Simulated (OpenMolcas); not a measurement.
# N, P, As, Sb, Bi: ns2 np3 down the group

| Item | Value |
| --- | --- |
| Program | OpenMolcas 26.06 |
| Method | SS-CASPT2, IPEA 0.25 Eh, imaginary shift 0.1 Eh |
| Basis | ANO-R3 |
| Scalar Hamiltonian | X2C, finite nucleus |
| Spin-orbit coupling | state interaction with AMFI integrals over the reference wave functions, term energies averaged over their components |

Active space for each ion: 3 electrons in 3 orbitals (p); closed shells correlated by CASPT2: N 1s 2s; P 2s 2p 3s; As 3d 4s; Sb 4d 5s; Bi 5d 6s.

Computed levels in cm-1 above 4S* 3/2:

| Level | N | P | As | Sb | Bi |
| --- | --- | --- | --- | --- | --- |
| 2D* 3/2 | 19650 | 11730 | 11420 | 9380 | 11050 |
| 2D* 5/2 | 19650 | 11740 | 11630 | 10420 | 15100 |
| 2P* 1/2 | 31110 | 19850 | 19550 | 17430 | 21880 |
| 2P* 3/2 | 31110 | 19860 | 19850 | 18920 | 30500 |
| weight of 4S* in the lowest level (%) | 100 | 100 | 100 | 97 | 71 |

Mixed levels, with the weight of the term that names them: Bi 4S* 3/2 (71 %), Bi 2D* 3/2 (67 %), Bi 2P* 3/2 (67 %).

Measured, with the error of the calculation in %. Measured levels: N, P, As, Sb, Bi from NIST Handbook of Basic Atomic Spectroscopic Data.

```tsv
Level	N	P	As	Sb	Bi
2D* 3/2	19233 (+2.1)	11361 (+3.3)	10593 (+7.8)	8512 (+10.2)	11419 (-3.2)
2D* 5/2	19224 (+2.2)	11377 (+3.2)	10915 (+6.6)	9854 (+5.7)	15438 (-2.2)
2P* 1/2	28839 (+7.9)	18723 (+6.0)	18186 (+7.5)	16395 (+6.3)	21661 (+1.0)
2P* 3/2	28839 (+7.9)	18748 (+5.9)	18648 (+6.4)	18464 (+2.5)	33165 (-8.0)
```

Without spin-orbit coupling 2D* lies 19650, 11740, 11560, 9960, 10530 cm-1 above 4S* in that order; the difference to the level 2D* 3/2, of either sign, comes from spin-orbit coupling, which also lowers the zero.

CASPT2 does not keep the components of a term degenerate, so their means are used; among the terms shown or strongly mixed into the levels shown the widest spread is 180 cm-1 (5s2 5p3 2D*, Sb). With the s shell closed, the reference lacks s² → p² mixing. Measured partners are found by configuration, term and J. A level has none where our copy of the source lacks it or the pairing is in doubt (some pairs that miss far off the trend of their configuration count as doubtful), and it then counts in no deviation. Levels of configurations outside the active space are missing.

* marks odd parity.
